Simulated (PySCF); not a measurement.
**Sb: ionisation energy**

Sb [Kr] 4d10 5s2 5p3 (4S) → Sb⁺ [Kr] 4d10 5s2 5p2 (3P), as a difference of total energies. All numbers are calculated (PySCF 2.14, scalar relativity by spin-free X2C-1e, in aug-cc-pwCVTZ-DK3 (10s9p7d4f1g, 109 functions)). Correlated levels: valence: [Kr] 4d10 frozen. The calculations carry no spin-orbit coupling.

| method | ionisation energy (eV) | error (eV) |
| --- | --- | --- |
| UHF | 8.568 | -0.556 |
| MP2 (valence) | 8.989 | -0.135 |
| SCS-MP2 (valence) | 8.863 | -0.261 |
| CCSD (valence) | 8.972 | -0.152 |
| CCSD(T) (valence) | 9.005 | -0.119 |

Reference: 9.124 eV (measured; NIST levels, between the centres of gravity of the two terms).

Errors of the correlated levels include the incompleteness of this basis and the frozen core.
